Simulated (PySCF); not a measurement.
ReO₃⁻: from structure and modes to constants

These are results of PySCF, PBE0, basis Re def2-SVPD with ECP60, O def2-SVPD (scalar-relativistic core potentials, no spin–orbit coupling, density fitting), not measurements.

The singlet minimum has D3h symmetry. Masses (u): Re 186.95575, O 15.99492.

```xyz
4
charge -1 multiplicity 1, angstrom
Re    0.0000    0.0000    0.0000
O     0.0009    0.0000    1.7292
O     1.4971    0.0000   -0.8654
O    -1.4980    0.0000   -0.8639
```

Harmonic wavenumbers (cm⁻¹): 126.9 (a2'', ×1), 299.6 (e', ×2), 948.1 (e', ×2), 999.5 (a1', ×1).

Problem. Find the principal moments of inertia and the rotational constants. What kind of rotor is it?

Solution. About the centre of mass I = 71.742, 71.742, 143.48 u Å². With B = 16.8576/I this gives 0.235, 0.235, 0.1175 cm⁻¹. The molecule is an oblate symmetric top.

Problem. What is the harmonic zero-point energy?

Solution. Half the sum of all 6 wavenumbers, 3622/2 = 1811 cm⁻¹, which is 21.7 kJ/mol (1 cm⁻¹ = 0.0119627 kJ/mol).

Problem. Find the vibrational entropy and heat capacity at 298.15 K.

Solution. With u = 1.43878 ω/T, each mode gives S = R[u/(eᵘ−1) − ln(1−e⁻ᵘ)] and C = R u² eᵘ/(eᵘ−1)².
```csv
ω (cm⁻¹),u,S (J/(mol K)),C (J/(mol K))
126.9,0.613,12.52,8.06
299.6 (×2),1.446,5.94,7.01
948.1 (×2),4.575,0.48,1.83
999.5,4.823,0.39,1.58
```
The sums over all modes are S = 25.8 and C = 27.3 J/(mol K); the softest mode gives 49 % of the entropy (each member, where degenerate).

Other isomers or separated fragments may lie lower. The lowest empty level of this anion is unbound, so it and the gap depend on the basis. No spin–orbit coupling is included, which matters more the heavier the element.
